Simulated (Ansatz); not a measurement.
Basis sets compared for Ga(H2S)H3 (GaH₅S). Total charge 0; singlet. Geometry PBE0-D4/def2-TZVP. Ansatz on 4 threads of Intel Xeon on a shared host; times are rough, and most runs start from earlier orbitals.

```xyz
7

Ga    0.436    0.253    1.008
S    -1.070   -0.106   -1.075
H    -0.230    0.399   -1.994
H    -0.705   -1.371   -1.344
H     0.228    1.813    1.053
H     1.771   -0.322    0.399
H    -0.428   -0.665    1.952
```

The 6-31G sets use Cartesian d functions.

Binding counts from free atoms (Ga doublet, S triplet, H doublet) in the same basis, without a counterpoise term.

| level | functions | energy (Eh) | HOMO (eV) | LUMO (eV) | binding per atom (eV) | wall time |
| --- | --- | --- | --- | --- | --- | --- |
| HF/STO-3G | 32 | -2296.9309 | -5.76 | 8.15 | – | 0.31 s |
| HF/6-31G | 52 | -2323.2538 | -10.98 | 2.18 | 1.54 | 0.61 s |
| PBE-D4/def2-SVP | 75 | -2325.1752 | -6.55 | -1.02 | 2.38 | 1.2 s |
| PBE-D4/def2-TZVP (with forces) | 115 | -2325.5660 | -6.64 | -1.47 | 2.39 | 1.5 s |
| r2SCAN-D4/def2-TZVP | 115 | -2325.9995 | -6.96 | -1.18 | 2.44 | 2.8 s |
| PBE0-D4/def2-SVP | 75 | -2325.2570 | -7.83 | -0.07 | 2.38 | 2.8 s |
| PBE0-D4/def2-TZVP | 115 | -2325.6441 | -7.89 | -0.45 | 2.38 | 2 s |

Question: Estimate the rows for PBE-D4/def2-TZVPD, r2SCAN-D4/def2-TZVPD, PBE0-D4/def2-TZVPD.

Answer: 
```
               level  functions  energy (Eh)  HOMO (eV)  LUMO (eV)  binding per atom (eV)  wall time
   PBE-D4/def2-TZVPD        145   -2325.5673      -6.66      -1.53                   2.39      2.2 s
r2SCAN-D4/def2-TZVPD        145   -2326.0006      -6.96      -1.21                   2.44      3.6 s
  PBE0-D4/def2-TZVPD        145   -2325.6453      -7.89      -0.70                   2.39      2.7 s
```
